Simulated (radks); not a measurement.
Task: The hafnium ion Hf+, configuration [Kr] 4d10 4f14 5s2 5p5 5d1 6s2 6p1 (not the ground configuration). All-electron calculation, scalar-relativistic Kohn-Sham, Wu-Cohen GGA, spin-polarised, spherical densities, finite nucleus; open shells are filled with parallel spins first (spin-orbit coupling, left out, can overturn this in heavy ions); Fermi nuclear charge, rms radius 5.347 fm. Program: a radial shooting solver on a logarithmic mesh with Libxc functionals. Some entries of the table are withheld. Estimate them.

| orbital | occ. | eigenvalue (hartree) | r(max) (bohr) |
|---|---|---|---|
| 1s up | 1 | -2398.873 | 0.01191 |
| 1s down | 1 | -2398.869 | 0.01191 |
| 2s up | 1 | -410.7852 | 0.06808 |
| 2s down | 1 | -410.7817 | 0.06808 |
| 2p up | 3 | -360.9026 | 0.05567 |
| 2p down | 3 | -360.8984 | 0.05567 |
| 3s up | 1 | -94.05885 | 0.1922 |
| 3s down | 1 | -94.05666 | 0.1922 |
| 3p up | 3 | -79.14879 | 0.1898 |
| 3p down | 3 | -79.14619 | 0.1898 |
| 3d up | 5 | -61.46344 | 0.1546 |
| 3d down | 5 | -61.46022 | 0.1546 |
| 4s up | 1 | -19.43144 | 0.4374 |
| 4s down | 1 | -19.42610 | 0.4374 |
| 4p up | 3 | -14.53882 | 0.4582 |
| 4p down | 3 | -14.53313 | 0.4582 |
| 4d up | 5 | -8.20790 | 0.4710 |
| 4d down | 5 | -8.20049 | 0.4710 |
| 5s up | 1 | -3.07420 | 1.013 |
| 5s down | 1 | -3.02263 | 1.010 |
| 5p up | 3 | -1.89375 | 1.149 |
| 5p down | 2 | -1.83583 | 1.146 |
| 4f up | 7 | -1.23356 | 0.4547 |
| 4f down | 7 | -1.21696 | 0.4543 |
| 5d up | 1 | -0.56860 | 1.545 |
| 6s up | 1 | (1) | 2.596 |
| 5d down | 0 | -0.51143 | 1.549 |
| 6s down | 1 | (2) | 2.610 |
| 6p up | 1 | -0.32256 | (3) |
| 6p down | 0 | -0.28401 | (4) |
| 7s up | 0 | -0.14411 | (5) |

Result: 
(1) 6s up eigenvalue (hartree): -0.53656
(2) 6s down eigenvalue (hartree): -0.49234
(3) 6p up r(max) (bohr): 3.238
(4) 6p down r(max) (bohr): 3.262
(5) 7s up r(max) (bohr): 6.339
